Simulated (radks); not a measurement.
Valence configurations of Pd+ (all share [Kr]). Method: scalar-relativistic Kohn-Sham, r2SCAN, spin-polarised, spherical densities, finite nucleus; open shells are filled with parallel spins first (spin-orbit coupling, left out, can overturn this in heavy ions); meta-GGA in the generalised Kohn-Sham scheme; Fermi nuclear charge, rms radius 4.5318 fm; computed with a radial shooting solver on a logarithmic mesh with Libxc functionals. Energies are relative to 4d9; eigenvalues in eV for spin up.

[
 {"valence": "4d9", "E (eV)": "0.000", "moment (Bohr magnetons)": "1", "e(4d)": "-15.122", "e(5p)": "-", "e(5s)": "-"},
 {"valence": "4d8.5 5s0.5", "E (eV)": "1.793", "moment (Bohr magnetons)": "2", "e(4d)": "-17.130", "e(5p)": "-", "e(5s)": "-11.992"},
 {"valence": "4d8 5s1", "E (eV)": "3.611", "moment (Bohr magnetons)": "3", "e(4d)": "-19.141", "e(5p)": "-", "e(5s)": "-13.304"},
 {"valence": "4d8.5 5p0.5", "E (eV)": "4.418", "moment (Bohr magnetons)": "2", "e(4d)": "-17.833", "e(5p)": "-7.133", "e(5s)": "-"},
 {"valence": "4d7.5 5s1 5p0.5", "E (eV)": "8.575", "moment (Bohr magnetons)": "4", "e(4d)": "-21.828", "e(5p)": "-8.614", "e(5s)": "-14.753"},
 {"valence": "4d8 5p1", "E (eV)": "9.266", "moment (Bohr magnetons)": "3", "e(4d)": "-20.488", "e(5p)": "-8.268", "e(5s)": "-"},
 {"valence": "4d7 5s2", "E (eV)": "9.885", "moment (Bohr magnetons)": "3", "e(4d)": "-23.273", "e(5p)": "-", "e(5s)": "-14.418"},
 {"valence": "4d7.5 5p1.5", "E (eV)": "14.573", "moment (Bohr magnetons)": "4", "e(4d)": "-23.118", "e(5p)": "-9.316", "e(5s)": "-"},
 {"valence": "4d7 5p2", "E (eV)": "20.352", "moment (Bohr magnetons)": "5", "e(4d)": "-25.731", "e(5p)": "-10.260", "e(5s)": "-"}
]

NIST lists [Kr] 4d9 as the ground configuration; this level of theory agrees among the configurations tried. The energies are those of spherical high-spin densities, not of single terms.
